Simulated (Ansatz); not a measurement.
BF2 (SMILES F[B]F) moved off its minimum; all values from Ansatz (a first-principles code), cores frozen in correlated methods. Open shells are unrestricted.
(charge 0, multiplicity 2)
```xyz
3

F     -1.12291    -0.16434     0.12471
B     -0.05325     0.45436     0.00986
F      1.12916    -0.20506    -0.02313
```

Forces at r2SCAN/def2-TZVPP (eV/Å):

```tsv
atom	Fx	Fy	Fz
F1	-3.165	-1.778	0.336
B2	4.257	1.121	-0.363
F3	-1.091	0.657	0.027
```

Task: Give the forces (eV/Å), the total energy and the dipole at CCSD(T)/aug-cc-pVTZ.

Result: 
```json
[
 {"atom": "F1", "Fx": "-3.290", "Fy": "-1.817", "Fz": "0.347"},
 {"atom": "B2", "Fx": "4.338", "Fy": "1.155", "Fz": "-0.371"},
 {"atom": "F3", "Fx": "-1.047", "Fy": "0.662", "Fz": "0.024"}
]
```
Energy -224.3085 hartree, dipole 0.62 D.
